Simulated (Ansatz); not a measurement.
A nudged elastic band was laid between two geometries of H₅NS₂Si (9 atoms, charge 0, multiplicity 1).

Theory: Ansatz 0.2.0, RHF/def2-SVP.

```yaml
movable_images: 7
climbing_image: yes
spring: 5.0 eV/Å²
optimiser: quadratic models (default)
start_path: IDPP
force_threshold: 0.05 eV/Å
iteration_limit: 60
end_points: relaxed
```

Initial state:

```xyz
9
Properties=species:S:1:pos:R:3
N -0.163 0.858 -1.153
Si 0.659 -0.530 -0.585
S -0.296 -1.594 1.060
S -0.265 -0.082 2.515
H -1.041 0.801 -1.631
H -0.032 1.749 -0.718
H 1.999 -0.110 -0.139
H 0.705 -1.565 -1.638
H -1.476 0.428 2.272
```

Final state:

```xyz
9
Properties=species:S:1:pos:R:3
N 0.437 1.338 -0.822
Si 0.842 -0.225 -0.259
S 0.052 -0.774 1.698
S -2.002 -0.625 1.292
H -0.464 1.514 -1.223
H 0.801 2.157 -0.376
H 2.301 -0.321 -0.051
H 0.338 -1.209 -1.234
H -2.217 -1.901 0.959
```

**Question.** What changes between the two ends?

**Answer.** No bond is made or broken. The dihedral N1–Si2–S3–S4 goes from -62 to 61°.

**Question.** Give the energies along the band, and the barrier.

**Answer.** The forces met the threshold. The highest image is number 4 of 0 to 8, 0.151 eV above the first end and 0.160 eV above the last; the last end lies 0.009 eV below the first. A vibrational analysis at the climbing image gives one clearly imaginary mode, 103i cm⁻¹: a first-order saddle point.

| image | path coordinate (Å) | energy (eV) | dihedral N1–Si2–S3–S4 (°) |
| --- | --- | --- | --- |
| 0 | 0.00 | 0.000 | -62 |
| 1 | 0.46 | 0.018 | -49 |
| 2 | 0.92 | 0.069 | -35 |
| 3 | 1.38 | 0.125 | -19 |
| 4 | 1.84 | 0.151 | -2 |
| 5 | 2.35 | 0.124 | 17 |
| 6 | 2.87 | 0.064 | 34 |
| 7 | 3.38 | 0.011 | 48 |
| 8 | 3.90 | -0.009 | 61 |

**Question.** What is the geometry of the highest image?

**Answer.** 
```xyz
9
Properties=species:S:1:pos:R:3
N 0.190 1.047 -0.909
Si 0.826 -0.498 -0.550
S 0.108 -1.398 1.332
S -1.162 0.053 2.140
H -0.747 1.142 -1.251
H 0.441 1.839 -0.347
H 2.293 -0.416 -0.420
H 0.451 -1.434 -1.626
H -2.312 -0.382 1.615
```

**Question.** What are the harmonic wavenumbers there?

**Answer.** 103i, 152, 188, 269, 284, 461, 511, 546, 574, 779, 905, 953, 973, 975, 1033, 1691, 2359, 2368, 2849, 3792, 3885 cm⁻¹.

Run time: 2.8 min on 1 CPU thread of a shared host.
